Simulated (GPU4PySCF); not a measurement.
di-tert-butyl disulfide (C8H18S2), SMILES CC(C)(C)SSC(C)(C)C.

Geometry: PBE-D3(BJ)/def2-TZVP. The values are those of a single conformer.

These are PBE-D3(BJ)/def2-TZVP (GPU4PySCF) values and carry that method's errors.

Frequencies are harmonic and unscaled.

```csv
mode,ν (cm⁻¹),IR (km/mol),moving atoms (share of kinetic energy)
1,33,0.0,"C 68 %, H 31 %"
2,52,0.5,"C 52 %, S 25 %, H 23 %"
3,100,1.0,"C 43 %, S 37 %, H 20 %"
4,137,0.7,"C 41 %, S 39 %, H 20 %"
5,153,0.1,"C 58 %, S 26 %, H 17 %"
6,216,0.0,H 98 %
7,218,0.0,H 97 %
8,245,0.1,"C 60 %, H 36 %"
9,267,0.1,H 94 %
10,268,0.0,H 98 %
11,279,0.4,"C 50 %, H 31 %, S 19 %"
12,289,0.0,H 94 %
13,294,0.5,"C 50 %, H 31 %, S 19 %"
14,308,0.2,"C 40 %, H 38 %, S 22 %"
15,314,0.7,H 87 %
16,349,0.5,"S 37 %, C 34 %, H 29 %"
17,357,0.0,"C 42 %, H 33 %, S 25 %"
18,381,0.2,"C 58 %, H 38 %"
19,386,0.1,"C 58 %, H 36 %"
20,400,0.1,"C 49 %, H 34 %, S 17 %"
21,412,0.3,"C 53 %, H 31 %, S 16 %"
22,525,0.1,S 95 %
23,540,1.3,"C 53 %, H 25 %, S 22 %"
24,545,0.2,"C 50 %, S 26 %, H 24 %"
25,788,1.7,"C 73 %, H 27 %"
26,789,0.0,"C 73 %, H 26 %"
27,913,0.1,"H 60 %, C 40 %"
28,913,0.0,"H 60 %, C 40 %"
29,917,0.0,"H 64 %, C 36 %"
30,917,0.5,"H 63 %, C 37 %"
31,932,0.0,"H 82 %, C 18 %"
32,935,0.0,"H 82 %, C 18 %"
33,1003,3.4,"H 64 %, C 35 %"
34,1004,0.0,"H 66 %, C 34 %"
35,1006,0.5,"H 67 %, C 33 %"
36,1008,0.4,"H 67 %, C 33 %"
37,1138,113.0,"C 53 %, H 47 %"
38,1146,8.9,"C 53 %, H 47 %"
39,1205,3.2,"C 69 %, H 31 %"
40,1207,0.4,"C 71 %, H 29 %"
41,1210,1.6,"C 71 %, H 29 %"
42,1215,2.7,"C 71 %, H 29 %"
43,1338,13.1,"H 79 %, C 21 %"
44,1339,0.2,"H 80 %, C 20 %"
45,1340,23.1,"H 79 %, C 21 %"
46,1341,19.6,"H 78 %, C 22 %"
47,1366,7.5,"H 81 %, C 19 %"
48,1368,0.9,"H 81 %, C 19 %"
49,1415,0.0,H 96 %
50,1416,1.1,H 96 %
51,1422,2.0,H 96 %
52,1430,0.7,H 96 %
53,1430,0.7,H 96 %
54,1436,1.4,H 96 %
55,1441,1.1,H 95 %
56,1443,9.3,H 95 %
57,1445,8.8,H 95 %
58,1446,19.9,H 95 %
59,1458,14.8,H 95 %
60,1467,6.3,H 96 %
61,2957,27.2,H 97 %
62,2957,11.8,H 97 %
63,2961,28.3,H 97 %
64,2962,16.3,H 97 %
65,2966,71.9,H 97 %
66,2967,18.2,H 97 %
67,3027,3.6,"H 91 %, C 9 %"
68,3028,7.2,"H 91 %, C 9 %"
69,3030,33.8,"H 91 %, C 9 %"
70,3032,0.9,"H 91 %, C 9 %"
71,3034,49.0,"H 91 %, C 9 %"
72,3035,13.5,"H 91 %, C 9 %"
73,3045,11.5,"H 91 %, C 9 %"
74,3045,14.9,"H 91 %, C 9 %"
75,3053,6.9,"H 91 %, C 9 %"
76,3053,22.0,"H 91 %, C 9 %"
77,3057,0.0,"H 91 %, C 9 %"
78,3060,30.4,"H 91 %, C 9 %"
```
